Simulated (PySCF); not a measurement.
C5H10O2.
Atom-mapped SMILES: `[CH3:1][CH2:2][CH2:3][O:4][C:5]([CH3:6])=[O:7]` (hydrogens: H8, H9, H10 on C1; H11, H12 on C2; H13, H14 on C3; H15, H16, H17 on C6)

The geometry is computed with GFN2-xTB (gas phase).

List the bond lengths, angles and torsions at this level.

```
                  bond  length (Å)   order
                 C1–C2       1.523  single
                 C2–C3       1.527  single
                 C3–O4       1.428  single
                 O4–C5       1.338  single
                 C5–C6       1.507  single
                 C5=O7       1.202  double
  C1–H8, C1–H9, C1–H10       1.087  single
        C2–H11, C2–H12       1.092  single
        C3–H13, C3–H14       1.094  single
C6–H15, C6–H16, C6–H17       1.086  single
```

Bonds in one row agree within 0.01 Å and their mean is given. Orders are formal, as drawn. A selection of angles:
```
     angle  degrees
  C2–C1–H8    110.5
  C2–C1–H9    110.1
  H8–C1–H9    108.4
  C1–C2–C3    111.2
 C1–C2–H11    110.1
 C3–C2–H11    108.9
H11–C2–H12    108.2
  C2–C3–O4    111.6
 C2–C3–H13    111.0
 C2–C3–H14    110.0
 O4–C3–H13    105.2
 O4–C3–H14    109.1
H13–C3–H14    109.9
  C3–O4–C5    117.3
  O4–C5–C6    110.7
  O4–C5–O7    124.1
  C6–C5–O7    125.2
 C5–C6–H15    109.7
H15–C6–H16    109.1
H15–C6–H17    110.8
H16–C6–H17    108.4
```

Dihedral angles: C1–C2–C3–O4 178° (antiperiplanar); C2–C3–O4–C5 84° (synclinal); C3–O4–C5–C6 179° (antiperiplanar). The mirror-image conformer, all signs reversed, is as good.

O4 (ester single-bonded oxygen) is bent (angle 117.3°). The 3 C–O bonds span 1.202 Å (C5=O7, drawn double) to 1.428 Å (C3–O4, drawn single), a spread of 0.226 Å. The 3 C–C bonds span 1.507 Å (C5–C6, drawn single) to 1.527 Å (C2–C3, drawn single), a spread of 0.020 Å. Of the pairs four or more bonds apart, O7···H14 is among the closest relative to their van der Waals radii: 2.40 Å, 88 % of the sum of Bondi's values.

Point group: C1 (no symmetry element, even within 0.4 Å). Whether it is a minimum is left open (no frequencies). One conformer, not necessarily the lowest.
